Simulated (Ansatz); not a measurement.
Z-matrix (Å, degrees):
```
Al
I 1 2.575
C 1 2.084 2 82.7
H 1 1.583 2 113.7 3 -104.6
H 1 1.583 2 113.8 3 105.2
F 3 1.306 1 122.2 2 -81.9
O 3 1.278 1 125.9 2 90.7
H 7 0.976 3 112.5 1 -167.8
```

Charge 0, multiplicity 1. I takes the def2 core potential. The bonds changed during the relaxation, so this is another structure than the one it started from.

Problem. List the ωB97M-V/def2-TZVPP orbital energies in eV (Ansatz). (An estimate is asked.)

Solution. The calculation gave: Occupied: -1531.88, -680.61, -530.17, -287.72, -189.92, -135.63, -135.52, -135.49, -116.46, -76.07, -76.02, -75.93, -54.54, -54.50, -54.48, -54.39, -54.38, -40.23, -35.79, -23.79, -21.36, -21.32, -19.23, -18.84, -16.03, -15.79, -15.10, -12.15, -10.72, -10.24, -9.32, -9.15. Lowest empty: -0.66, 1.16, 1.71, 2.49, 3.16, 3.75, 4.06, 4.82.
